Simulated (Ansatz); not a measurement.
## Which is lower?

The two ends of one reaction step of Si$_{2}$H$_{6}$SO, closed shell (PBE0-D4/def2-TZVP).

A:

```
10
angstrom
Si -0.1307 1.0356 0.1890
S 1.3186 0.0144 -1.6499
O -1.2014 1.7660 -0.6261
H 0.2089 -0.4250 -2.2701
H 1.0674 1.7313 0.7632
Si -0.5605 -0.9961 1.2935
H 1.2554 1.2029 -2.2775
H 0.7084 -1.5925 1.7990
H -1.1839 -1.9538 0.3391
H -1.4823 -0.7828 2.4398
```

B:

Si1  (0.246, 0.666, -0.201)
S2  (1.601, -0.311, -1.538)
O3  (-0.992, 1.425, -0.983)
H4  (-1.493, 0.904, -1.613)
H5  (0.940, 1.761, 0.516)
Si6  (-0.474, -1.038, 1.242)
H7  (2.077, 0.825, -2.078)
H8  (0.669, -1.557, 2.038)
H9  (-1.058, -2.156, 0.450)
H10  (-1.517, -0.518, 2.167)
(Å)

Ansatz 0.2.0; basis: def2-TZVPP; cores frozen in the correlated methods. B3LYP uses VWN-RPA correlation.

Which structure is lower at CCSD(T), and by how much? (An estimate is asked for; the value comes from the calculation.)

The calculation gives: B, by 2.113 eV (electronic energy, against the other). By their contacts, A is Si₂H₆SO ([O][SiH]([SiH3])[SH2]) and B is Si₂H₆SO ([OH][SiH]([SiH3])[SH]).

All methods give the same order:

```
      method  E(B) − E(A) (eV)
       SPW92            -2.023
      PBE-D4            -1.907
     BLYP-D4            -1.799
   r2SCAN-D4            -2.052
      B97M-V            -2.089
     PBE0-D4            -2.139
    B3LYP-D4            -2.008
  r2SCAN0-D4            -2.217
    BHLYP-D4            -2.245
CAM-B3LYP-D4            -2.114
     wB97X-V            -2.159
     wB97M-V            -2.125
      B2PLYP            -2.039
    PBE-QIDH            -2.223
  RPA on PBE            -1.991
          HF            -2.445
         MP2            -2.096
        CCSD            -2.189
     CCSD(T)            -2.113
```

T1 diagnostic: at most 0.018.

Labels in which every atom is bracketed show which atoms are joined, not bond orders.

For scale, one of the runs: CCSD(T)/def2-TZVPP, 241 basis functions, launched by `ansatz run in.yaml --threads 4 --pin off --events-out ev --progress --plain --max-ram 9574MiB`. Time: 63 s of wall clock on 4 CPU threads of an Arm Neoverse V2; the host was shared. Peak host memory: 4.2 GiB.
